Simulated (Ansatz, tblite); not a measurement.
Removing an electron: GaCl2I (GaICl₂). Total charge 0; singlet. Geometry: PBE0-D4/def2-SVP. Ansatz, gas phase; energy differences of separate SCF runs; the oxidised species was run as a doublet alone.

```xyz
4

Ga    0.057    0.022   -0.019
Cl    1.814   -1.164    0.181
Cl    0.262    1.967   -0.859
I    -2.133   -0.826    0.696
```

In the def2 sets I takes a core potential; there is no spin–orbit coupling. The xTB rows come from tblite.

(1) Estimate orbital energies and vertical ionisation energies at: GFN1-xTB; GFN2-xTB; PBE-D4/def2-TZVP; r2SCAN-D4/def2-TZVP; PBE0-D4/def2-TZVP.

## Answers

(1) 
```csv
level,−HOMO (eV),vertical IE (eV),−LUMO (eV),HOMO–LUMO gap (eV)
GFN1-xTB,12.24,14.95,7.04,5.20
GFN2-xTB,12.55,15.30,8.68,3.87
PBE-D4/def2-TZVP,7.12,10.00,3.11,4.01
r2SCAN-D4/def2-TZVP,7.44,10.23,2.89,4.56
PBE0-D4/def2-TZVP,8.29,10.38,2.24,6.05
```

Relaxing the oxidised species (PBE0-D4/def2-SVP) changes its energy by -0.32 eV at PBE0-D4/def2-TZVP, so the adiabatic ionisation energy to this nearest minimum is 10.06 eV. At PBE-D4/def2-TZVP it is 9.89 eV.   Raw xTB energy differences between charge states are shifted by several eV; the methods need an empirical correction for them.
